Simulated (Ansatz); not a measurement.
AgF (SMILES [F][Ag]), singlet, at a GFN2-xTB geometry (such geometries of metal compounds can be far from the true shape) (all electrons, no relativity); BLYP/3-21G (Ansatz, a quantum-chemistry and plane-wave program).

The Ansatz input:
Ansatz 0.2 input:
```yaml
crystal:
  periodic: [false, false, false]
  atoms:
    - {symbol: Ag, position_ang: [-0.00000000, -0.00000000, -0.31678464]}
    - {symbol: F, position_ang: [0.00000000, 0.00000000, 1.65431980]}
basis:
  gaussian:
    orbitals: 3-21G.json
    point_charges:
      - {charge: -1.0, position_ang: [-2.4552, 3.0880, 1.2352]}
hamiltonian:
  xc: blyp
```
The basis file holds 3-21G in the JSON format of the Basis Set Exchange.

It wrote (shortened):

```
Functional definition: BLYP
585 factors; their error is unknown
mean field evaluation 1: about -143551.8218 eV, gradient 5.0e1 eV
mean field evaluation 2: about -143311.8472 eV, gradient 2.3e2 eV
mean field evaluation 4: about -143555.8866 eV, gradient 1.5e1 eV
mean field evaluation 8: about -143556.2055 eV, gradient 3.3e-1 eV
mean field -143556.18885975 eV, -5275.5926347162 hartree, gradient 4.7e-5 eV, S^2 0.000000; 0 other end points of the search recorded, 0 dependent functions left out
reference -143556.18910037 eV, -5275.5926435587 hartree; 28, 28 occupied and 20, 20 virtual orbitals, 585 factors
Total energy: -143556.18910037 eV, -5275.5926435587 hartree
```
